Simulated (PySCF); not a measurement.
Stepwise substitution at one centre (Al CH3-SH). All species are isolated molecules in the gas phase. One relaxed conformer stands for each flexible species; it need not be the lowest. Strings in code marks are SMILES.

The S1–T1 gap (TDA) from two functionals at the same geometries (CAM-B3LYP-D3(BJ)/def2-TZVP), both in PySCF: PBE-D3(BJ)/def2-TZVP and CAM-B3LYP-D3(BJ)/def2-TZVP. Excitations are Tamm–Dancoff values on a coarser integration grid. The basis has no diffuse functions, so Rydberg states are missing or too high.

```tsv
species	PBE-D3(BJ)/def2-TZVP (eV)
0 of 3 CH3 replaced by SH (`[CH3][Al]([CH3])[CH3]`)	0.28
1 of 3 CH3 replaced by SH (`[SH][Al]([CH3])[CH3]` (C–Al–S–H torsion 179°))	0.82
2 of 3 CH3 replaced by SH	0.66
3 of 3 CH3 replaced by SH	0.21
```

What does CAM-B3LYP-D3(BJ)/def2-TZVP give for each?


- 0 of 3 CH3 replaced by SH (`[CH3][Al]([CH3])[CH3]`): 0.31
- 1 of 3 CH3 replaced by SH (`[SH][Al]([CH3])[CH3]` (C–Al–S–H torsion 179°)): 0.73
- 2 of 3 CH3 replaced by SH: 0.59
- 3 of 3 CH3 replaced by SH: 0.39
Over these rows, drawn at random from the members with no instability flagged (it was tested for open shells, ions and some series alone), PBE minus CAM-B3LYP-D3(BJ): mean -0.01 eV, from -0.18 eV to +0.09 eV.
